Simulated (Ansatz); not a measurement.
`N[SiH](Cl)BO` → `N[Si]Cl` + `BO`  (silylene formation by 1,1-elimination)

Isolated molecules relaxed with PBE0-D4/def2-TZVP in Ansatz; ΔE leaves out vibrations. CBS: MP2 limit from def2 TZ/QZ plus the TZ coupled-cluster correction, frozen cores. This one scheme is used for every species. DFT in def2-TZVPP. One conformer a species, not always the lowest.

`N[SiH](Cl)BO`:

```xyz
10

N     1.137    1.290   -0.218
Si    0.830   -0.383   -0.124
Cl    1.472   -1.294    1.651
B    -1.161   -0.729   -0.134
O    -1.966    0.308    0.186
H     0.527    1.933    0.262
H     2.073    1.654   -0.294
H     1.631   -1.053   -1.178
H    -1.640   -1.809   -0.364
H    -2.901    0.084    0.214
```

`N[Si]Cl`:

Z-matrix (Å, degrees):
```
N
Si 1 1.701
H 1 1.010 2 126.0
H 1 1.009 2 121.0 3 180.0
Cl 2 2.104 1 98.2 3 0.0
```

`BO`:

```xyz
5

B    -0.346   -0.235    0.051
O     0.358    0.893   -0.172
H    -1.538   -0.135    0.058
H     0.216   -1.282    0.231
H     1.309    0.758   -0.168
```

```csv
level,ΔE (kJ/mol)
r2SCAN-D4,114.1
ωB97M-V,92.0
HF/def2-TZVPP,91.4
CCSD(T)/def2-TZVPP,99.0
```

(1) What does CCSD(T)/CBS give? (An estimate is asked.)

Largest T1 diagnostic among the species: 0.014.

## Answers

(1) Computed: +103.1 kJ/mol. The listed levels differ from it by 11.0, -11.1, -11.7, -4.1 kJ/mol.

The D4 term adds +13.6 kJ/mol with B3LYP and +7.7 kJ/mol with PBE0; it sums over pairs of atoms, weighted by their polarisabilities, and B3LYP, whose exchange is more repulsive, gets the larger term. In def2-TZVPP, CCSD(T) changes the Hartree–Fock value by +7.6 kJ/mol (the triples alone add +0.6 kJ/mol) and MP2 by +15.3 kJ/mol. From PBE to PBE0 (25 % exact exchange), in def2-TZVPP and without D4, ΔE moves by +12.8 kJ/mol.

B3LYP here is the variant with VWN-RPA as its local correlation; programs differ in this.
